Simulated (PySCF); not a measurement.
**Partial charges of `C=C[SiH2]S[Si](C)(C)C=O`**

C₅H₁₂OSSi₂.
Z-matrix (Å and degrees, GFN2-xTB geometry), rows numbered from 1:
```
C 
C   1  1.3237
Si  2  1.8805  1  124.76
S   3  2.1867  2  111.06  1    26.03
Si  4  2.1363  3  107.10  2    57.67
C   5  1.9059  4  113.50  3  -100.51
C   5  1.9007  4  110.40  3   133.50
C   5  1.9231  4  107.06  3    16.09
O   8  1.2060  5  123.45  4   -12.29
H   1  1.0801  2  122.70  3   179.10
H   1  1.0792  2  121.49  3    -0.55
H   2  1.0818  1  118.95  3  -179.27
H   3  1.4657  2  109.40  1   -80.32
H   3  1.4539  2  117.67  1   153.97
H   6  1.0867  5  111.74  4    71.44
H   6  1.0860  5  110.29  4   -48.30
H   6  1.0863  5  111.27  4  -167.87
H   7  1.0861  5  111.45  4  -178.88
H   7  1.0852  5  110.13  4    61.53
H   7  1.0864  5  111.80  4   -57.73
H   8  1.1088  5  117.97  4   168.32
```

Density: PBE0/pcSseg-1 (PySCF); schemes: Mulliken, IAO, Hirshfeld and ESP-fitted. Isolated species at its GFN2-xTB geometry (one conformer only).

Problem. What partial charge does each atom carry?

Solution. In e:

| atom | environment | Mulliken | IAO | Hirshfeld | ESP-fitted |
| --- | --- | --- | --- | --- | --- |
| C1 | terminal =CH2 carbon | -0.167 | -0.287 | -0.089 | -0.312 |
| C2 | alkene CH carbon | -0.467 | -0.415 | -0.137 | -0.285 |
| Si3 | SiH2 silicon | +0.668 | +0.715 | +0.307 | +0.420 |
| S4 | sulfur bonded to 2 Si | -0.562 | -0.449 | -0.186 | -0.454 |
| Si5 | four-coordinate silicon | +0.843 | +0.931 | +0.369 | +0.776 |
| C6 | Si-methyl carbon | -0.611 | -0.719 | -0.213 | -0.647 |
| C7 | Si-methyl carbon | -0.608 | -0.718 | -0.212 | -0.801 |
| C8 | carbonyl carbon | -0.001 | +0.004 | +0.052 | +0.246 |
| O9 | carbonyl oxygen | -0.350 | -0.351 | -0.159 | -0.373 |
| H10 | vinylic hydrogen | +0.119 | +0.149 | +0.048 | +0.154 |
| H11 | vinylic hydrogen | +0.128 | +0.144 | +0.036 | +0.150 |
| H12 | vinylic hydrogen | +0.132 | +0.158 | +0.044 | +0.181 |
| H13 | Si–H hydrogen | -0.070 | -0.130 | -0.088 | -0.069 |
| H14 | Si–H hydrogen | -0.045 | -0.111 | -0.079 | -0.069 |
| H15 | methyl hydrogen | +0.154 | +0.163 | +0.042 | +0.149 |
| H16 | methyl hydrogen | +0.153 | +0.165 | +0.046 | +0.170 |
| H17 | methyl hydrogen | +0.140 | +0.157 | +0.043 | +0.150 |
| H18 | methyl hydrogen | +0.139 | +0.156 | +0.044 | +0.189 |
| H19 | methyl hydrogen | +0.152 | +0.166 | +0.048 | +0.228 |
| H20 | methyl hydrogen | +0.153 | +0.166 | +0.046 | +0.178 |
| H21 | formyl hydrogen | +0.099 | +0.104 | +0.038 | +0.017 |

Mean size of the charges over all atoms: IAO 0.303 e, ESP-fitted 0.287 e, Mulliken 0.274 e, Hirshfeld 0.111 e. Each set sums to the total charge, 0, to within 0.001 e. The Mulliken scheme gives each basis function's population to the atom it is centred on and halves the overlap population of two atoms between them.

Lowest charge. All schemes pick atoms of one kind: Mulliken C6 (-0.611); IAO C6 (-0.719); Hirshfeld C6 (-0.213); ESP-fitted C7 (-0.801).

Highest charge. All schemes agree: Mulliken Si5 (+0.843); IAO Si5 (+0.931); Hirshfeld Si5 (+0.369); ESP-fitted Si5 (+0.776).

Problem. How closely do the schemes follow one another over all atoms?

Solution. Correlation coefficient and root-mean-square difference: Mulliken with IAO 0.99, 0.060 e; IAO with Hirshfeld 0.98, 0.253 e; Mulliken with Hirshfeld 0.98, 0.224 e; IAO with ESP-fitted 0.97, 0.102 e; Mulliken with ESP-fitted 0.95, 0.110 e; Hirshfeld with ESP-fitted 0.94, 0.228 e.

Problem. Sum the charges by element, for elements with more than one atom.

Solution. 
```tsv
element	atoms	Mulliken	IAO	Hirshfeld	ESP-fitted
C	5	-1.853	-2.134	-0.599	-1.798
Si	2	+1.511	+1.646	+0.676	+1.197
H	12	+1.255	+1.288	+0.269	+1.428
```
